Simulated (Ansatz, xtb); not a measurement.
# C2HFTe: where a starting geometry ends

The starting geometry of this gas-phase singlet was built from a drawn formula by distance geometry and a force field; its bonds are those of `F[C]C=[Te]`.

| atom | x (Å) | y (Å) | z (Å) |
| --- | --- | --- | --- |
| C | -0.8759 | -1.8725 | 3.2424 |
| C | 0.0726 | -1.0346 | 2.5461 |
| F | -0.7201 | -3.2536 | 2.8581 |
| Te | -0.1175 | -0.7115 | 0.6428 |
| H | 0.8806 | -0.4825 | 3.0795 |

Problem. Where would you expect an optimisation with r2SCAN-D4/def2-SVP to take it?

Solution. It rearranges to `FC1=C[Te]1`. Distances that change by over a tenth: C1–C2 (1.44 → 1.29 Å), C2–Te4 (1.94 → 2.25 Å). Contacts that close: C1–Te4 (2.95 → 2.15 Å).

The energy falls by 1.60 eV over 20 steps:

| step | E − E(last) (eV) |
| --- | --- |
| 1 | 1.604 |
| 3 | 1.128 |
| 5 | 1.027 |
| 7 | 0.954 |
| 9 | 0.934 |
| 12 | 0.572 |
| 14 | 0.107 |
| 16 | 0.001 |
| 18 | 0.000 |
| 20 | 0.000 |

Final geometry (Å):

```xyz
5

C    -0.4728   -1.9944    2.5037
C     0.2621   -0.9694    2.7692
F    -0.9838   -3.0748    3.0254
Te   -0.4296   -0.9477    0.6258
H     0.8639   -0.3686    3.4447
```

From the same start GFN2-xTB reaches the same bonding as this run.

No frequencies were run, so the end isn't proven a minimum. Atoms past krypton carry core potentials, without spin–orbit terms. Run with Ansatz 0.2.0, 52 s on 1 thread of Arm Neoverse V1, with other jobs on the host.
